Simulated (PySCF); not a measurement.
Gas-phase reaction: Zn + 2 HF ⇌ ZnF2 + 2 H

Computed with PySCF and rigid-rotor harmonic-oscillator thermochemistry at 1 bar. † marks an energy on the PBE0/def2-TZVP geometry and frequencies. CCSD(T) freezes the core. Open shells (unrestricted): H (multiplicity 2); the rest are closed-shell singlets. B3LYP is the form with VWN-RPA correlation. Zn: all electrons, no relativistic terms. CCSD(T) isn't extrapolated to the basis-set limit; its ΔH°(298 K) is 313.1 kJ in def2-SVP and 348.0 kJ in def2-TZVPP. The harmonic model lacks anharmonicity and excited electronic states, which grow with temperature; levels with a mode under 35 cm⁻¹ are left out.

ΔH° and ΔS° at 298 K: B3LYP/def2-TZVP† 352 kJ, -26 J/K; BLYP/def2-TZVP† 348 kJ, -26 J/K; CCSD(T)/def2-SVP† 313 kJ, -26 J/K.

Q: With the heat capacities included, give log10 K (1 bar) at 500, 600, 1000, 1200, 1400 K from B3LYP/def2-TZVP†, BLYP/def2-TZVP†, CCSD(T)/def2-SVP†.

A: 
```
T (K)  B3LYP/def2-TZVP†  BLYP/def2-TZVP†  CCSD(T)/def2-SVP†
-----  ----------------  ---------------  -----------------
500               -38.0            -37.6              -34.0
600               -31.8            -31.4              -28.4
1000              -19.2            -19.0              -17.2
1200              -16.0            -15.8              -14.3
1400              -13.7            -13.5              -12.3
```
